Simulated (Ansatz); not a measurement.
One group Y is varied and pulled off as a radical: Y-Sn(OH)3. All species are isolated molecules in the gas phase. Each species was relaxed from one start; no search for lower structures was made at this level. In the def2 sets, heavy atoms carry core potentials. Strings in code marks are SMILES.

These are Ansatz (a program for electronic structure) with CAM-B3LYP-D3(BJ)/def2-TZVP // PBE0-D3(BJ)/def2-SVP values and carry that method's errors. 

A: Y = trifluoromethyl (`[OH][Sn]([OH])([OH])[C](F)(F)F`)
B: Y = methyl (`[Sn]([OH])([OH])([OH])[CH3]`)
C: Y = allyl (`[OH][Sn]([OH])([OH])[CH2]C=C`)
D: Y = phenyl (`c1[c]([Sn]([OH])([OH])[OH])cccc1`)
E: Y = benzyl (`[Sn]([OH])([OH])([OH])[CH2]c1ccccc1`)
F: Y = 2,2,2-trifluoroethyl

Pick the species with the highest HOMO–LUMO gap.

F (9.95 eV); next is B (9.84 eV).
